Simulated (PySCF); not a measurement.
## Fractional electron number in V+ (vanadium, charge +1)

The 3d alpha orbital of [Ar] 3d4 is emptied in steps (occupation f), with all orbitals relaxed, ending at [Ar] 3d3. All numbers are calculated (PySCF 2.14, the non-relativistic Hamiltonian (point nucleus), in aug-pcseg-2). The exact energy is a straight line in f; departures are measured from the line between the end points of the same method.

```csv
f,PBE0 (eV),LC-wPBE (eV)
1,0.000,0.000
0.8,-0.633,-0.196
0.6,-0.965,-0.307
0.4,-0.978,-0.318
0.2,-0.661,-0.220
0,0.000,0.000
```

```json
{"method": "PBE0", "E(f=0) − E(f=1) (eV)": "15.074", "−ε at f=1 (eV)": "11.227", "−ε at f=0.4 (eV)": "15.825"}
{"method": "LC-wPBE", "E(f=0) − E(f=1) (eV)": "15.136", "−ε at f=1 (eV)": "13.963", "−ε at f=0.4 (eV)": "15.344"}
```

Orbital energy along the path (eV):

```json
{"f": "1", "PBE0": "-11.227", "LC-wPBE": "-13.963"}
{"f": "0.8", "PBE0": "-12.643", "LC-wPBE": "-14.357"}
{"f": "0.6", "PBE0": "-14.199", "LC-wPBE": "-14.821"}
{"f": "0.4", "PBE0": "-15.825", "LC-wPBE": "-15.344"}
{"f": "0.2", "PBE0": "-17.511", "LC-wPBE": "-15.922"}
{"f": "0", "PBE0": "-19.252", "LC-wPBE": "-16.553"}
```

Reference removal energy between the ground levels: 14.634 ± 0.007 eV (measured; NIST Atomic Spectra Database, ionization energies). The calculation has no spin-orbit coupling. The determinant left behind need not be the lowest term of the ion.
